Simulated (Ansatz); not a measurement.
Sn(OEt)4 (C₈H₂₀O₄Sn). The state is a triplet with charge 0. Geometry PBE-D4/def2-SVP, that of the neutral singlet; atoms count from 1.

```xyz
33

Sn    0.003   -0.001    0.001
O     1.736    0.830   -0.562
C     2.958    0.172   -0.213
C     4.109    1.097   -0.576
H     2.991   -0.072    0.875
H     3.061   -0.795   -0.763
H     5.083    0.622   -0.338
H     4.090    1.335   -1.659
H     4.035    2.049   -0.013
O     0.201   -0.461    1.939
C    -0.829   -1.225    2.574
C    -0.344   -1.605    3.964
H    -1.774   -0.633    2.651
H    -1.072   -2.144    1.988
H    -1.119   -2.186    4.504
H     0.577   -2.219    3.900
H    -0.111   -0.696    4.556
O    -0.501   -1.699   -0.934
C    -0.879   -1.639   -2.313
C    -1.409   -3.007   -2.713
H    -1.659   -0.860   -2.487
H    -0.004   -1.369   -2.954
H    -1.700   -3.016   -3.784
H    -0.635   -3.786   -2.553
H    -2.297   -3.274   -2.105
O    -1.428    1.329   -0.442
C    -1.246    2.693   -0.048
C    -2.362    3.515   -0.675
H    -1.279    2.794    1.064
H    -0.253    3.081   -0.377
H    -2.273    4.582   -0.383
H    -2.321    3.448   -1.781
H    -3.352    3.142   -0.343
```

In the def2 sets Sn takes a core potential; there is no spin–orbit coupling. At PBE0-D4/def2-SVP a singlet of charge 0 lies 4.30 eV below the triplet at the same geometry.

(1) Estimate the Mulliken populations of the heavy atoms from the PBE0/def2-SVP orbitals of Ansatz.

(2) Where does the spin sit?

(3) And the Mayer bond orders between bonded heavy atoms (over 0.3)?

Results:

(1) 
```json
{"atom": "Sn1", "charge (e)": "0.92", "spin (α − β)": "0.53"}
{"atom": "O2", "charge (e)": "-0.49", "spin (α − β)": "0.31"}
{"atom": "C3", "charge (e)": "0.11", "spin (α − β)": "0.00"}
{"atom": "C4", "charge (e)": "-0.11", "spin (α − β)": "0.00"}
{"atom": "O10", "charge (e)": "-0.49", "spin (α − β)": "0.31"}
{"atom": "C11", "charge (e)": "0.11", "spin (α − β)": "0.00"}
{"atom": "C12", "charge (e)": "-0.11", "spin (α − β)": "0.00"}
{"atom": "O18", "charge (e)": "-0.49", "spin (α − β)": "0.31"}
{"atom": "C19", "charge (e)": "0.11", "spin (α − β)": "0.00"}
{"atom": "C20", "charge (e)": "-0.11", "spin (α − β)": "0.00"}
{"atom": "O26", "charge (e)": "-0.49", "spin (α − β)": "0.31"}
{"atom": "C27", "charge (e)": "0.11", "spin (α − β)": "0.00"}
{"atom": "C28", "charge (e)": "-0.11", "spin (α − β)": "0.00"}
```
Mulliken values and Mayer orders depend strongly on the basis.

(2) Summed by element: Sn 0.53, O 1.23, C 0.01, H 0.23, of 2 unpaired in all. Largest on single atoms: Sn1 0.53, O2 0.31, O10 0.31.

(3) Sn1–O2 0.70 (2.00 Å); Sn1–O10 0.70 (2.00 Å); Sn1–O18 0.70 (2.00 Å); Sn1–O26 0.70 (2.00 Å); O2–C3 0.98 (1.43 Å); C3–C4 1.09 (1.52 Å); O10–C11 0.98 (1.43 Å); C11–C12 1.09 (1.52 Å); O18–C19 0.98 (1.43 Å); C19–C20 1.09 (1.52 Å); O26–C27 0.98 (1.43 Å); C27–C28 1.09 (1.52 Å).
